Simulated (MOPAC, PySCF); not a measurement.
Ligands exchanged one at a time, Al CH3-H. Gas-phase values, no solvent. Strings in code marks are SMILES.

Quantity: vertical ionisation energy (energy after one electron is removed minus that of the parent at the parent's geometry), in eV.

Level 1: TPSSh-D3(BJ)/def2-TZVP // B3LYP-D3(BJ)/def2-TZVP (PySCF)
Level 2: minus the HOMO energy of AM1 // B3LYP-D3(BJ)/def2-TZVP (MOPAC)
Level 3: minus the HOMO energy of HF/3-21G // B3LYP-D3(BJ)/def2-TZVP (PySCF)
Level 4: minus the HOMO energy of HF/6-31G* // B3LYP-D3(BJ)/def2-TZVP (PySCF)

| species | level 1 | level 2 | level 3 | level 4 |
|---|---|---|---|---|
| `[AlH3]` | 11.12 | 11.04 | 11.64 | 11.71 |
| `[CH3][AlH2]` | 10.26 | 10.67 | 11.04 | 11.07 |
| `[CH3][AlH][CH3]` | 9.71 | 10.44 | 10.69 | 10.71 |
